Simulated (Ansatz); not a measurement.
Consider the formal hydrolysis of a Ge–N bond: `O=C=[N][GeH]([Cl])[Cl]` + H₂O → `[OH][GeH]([Cl])[Cl]` + `N=C=O`.

Gas-phase electronic energies from Ansatz, PBE0-D4/def2-TZVP geometries. CBS: MP2 limit from def2 TZ/QZ plus the TZ coupled-cluster correction, frozen cores. This one scheme is used for every species. Functionals use def2-TZVPP. B3LYP here is the variant with VWN-RPA as its local correlation; programs differ in this. For Ge outer-core shells are correlated without core-valence functions, which leaves a few kJ/mol of doubt a bond. Scalar relativity is left out up to krypton. Each species was taken in one conformer, which may not be the lowest.

```
             level  ΔE (kJ/mol)  difference from CCSD(T)/CBS
       LDA (SPW92)         -5.2                        -14.3
            B97M-V         -0.8                         -9.9
           PBE0-D4          5.1                         -4.0
            B2PLYP          1.7                         -7.4
             B3LYP         -2.8                        -11.9
           r2SCANh         -0.7                         -9.8
           r2SCAN0          2.1                         -7.0
       HF/def2-SVP         10.4                          1.3
    MP2/def2-QZVPP         12.0                          2.9
SCS-MP2/def2-QZVPP          9.5                          0.4
       CCSD(T)/CBS          9.1                            0
```

Largest T1 diagnostic among the species: 0.018.

From PBE to PBE0 (25 % exact exchange), in def2-TZVPP and without D4, ΔE moves by +5.8 kJ/mol. The D4 term adds +6.1 kJ/mol with B3LYP and +3.6 kJ/mol with PBE0; it sums over pairs of atoms, weighted by their polarisabilities, and B3LYP, whose exchange is more repulsive, gets the larger term. Leaving LDA and LC-ωPBE aside and taking each functional with its dispersion term where it has one, the values, not all of them listed here, spread over 9.4 kJ/mol, from r2SCAN-D4 to BHLYP-D4.
